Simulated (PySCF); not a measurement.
A structure optimised at PBE-D3(BJ)/def2-TZVP, used in a PySCF frequency run:

```xyz
7

S      0.0000     0.0000     0.0000
H      0.0000     1.4293     0.0000
H      0.0000    -1.4293     0.0000
H     -1.4293     0.0000     0.0000
H      1.4293     0.0000     0.0000
H      0.0000     0.0000     1.4293
H      0.0000     0.0000    -1.4293
```

Question: Write its SMILES, formula and point group.

Answer: [H][S@OH27]([H])([H])([H])([H])[H], H6S, Oh

Question: What are its rotational constants (standard atomic weights)?

Answer: 61.356, 61.356, 61.356 GHz
